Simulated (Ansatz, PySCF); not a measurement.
Sites of deprotonation of N[SiH2]N[SiH3]:

A. N[SiH2]N[SiH3] -> N[SiH2][N-][SiH3] + H+
B. N[SiH2]N[SiH3] → N[SiH2]N[SiH2-] + H+
C. N[SiH2]N[SiH3] -> [NH-][SiH2]N[SiH3] + H+

Quantity: gas-phase deprotonation energy (enthalpy at 298 K, with B3LYP-D3(BJ) rigid-rotor harmonic-oscillator terms), kcal/mol. Structures are relaxed separately at B3LYP-D3(BJ)/def2-TZVP in Ansatz (a quantum-chemistry and plane-wave program), one conformer each, not searched for the lowest. Frequencies are from Ansatz or PySCF. Correlated levels leave the core frozen unless marked. Spin-orbit coupling is left out. No relativistic terms. CBS(X,Y): correlation extrapolated as X^-3; Hartree-Fock from the larger set. Anions need diffuse functions, which plain sets lack and def2-D sets hold few of.

```tsv
	PBE-D4/def2-TZVPD (Ansatz + dftd4)	r2SCAN-D4/def2-TZVPD (Ansatz + dftd4)	BHLYP-D3(BJ)/def2-TZVPD (Ansatz + dftd3)	CCSD(T)/CBS(aug-cc-pV(T+d)Z,aug-cc-pV(Q+d)Z) (Ansatz)
A	351.7	354.4	360.5	355.8
B	366.7	373.1	379.1	374.3
C	366.7	370.5	377.5	371.9
```
